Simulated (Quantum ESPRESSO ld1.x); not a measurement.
Task: The mean radii <r> (bohr) of the occupied orbitals of an atom or ion are listed with their occupations. Calculated with ld1.x of Quantum ESPRESSO 7.5: Dirac Kohn-Sham, PW91, spin-unpolarised, spherical densities, point nucleus.

| orbital | occ. | <r> |
|---|---|---|
| 1s1/2 | 2 | 0.02037 |
| 2s1/2 | 2 | 0.08579 |
| 2p1/2 | 2 | 0.07139 |
| 2p3/2 | 4 | 0.07864 |
| 3s1/2 | 2 | 0.2221 |
| 3p1/2 | 2 | 0.2116 |
| 3p3/2 | 4 | 0.2246 |
| 3d3/2 | 4 | 0.1972 |
| 3d5/2 | 6 | 0.2012 |
| 4s1/2 | 2 | 0.4537 |
| 4p1/2 | 1.33333 | 0.4520 |
| 4p3/2 | 2.66667 | 0.4712 |

Name the element and its charge. Open shells, if any, are shared by 2j + 1.

Result: Z = 68, erbium, charge +34: Er34+ in [Ar] 3d10 4s2 4p4. The 1s radius gives Z: for a bare nucleus <r> = (2 gamma + 1)/(2Z) with gamma = sqrt(1 - (Z/c)^2), 0.02012 bohr for Z = 68, and screening makes it slightly larger (0.02037 here). The occupations add up to 34, and the charge is Z minus that.
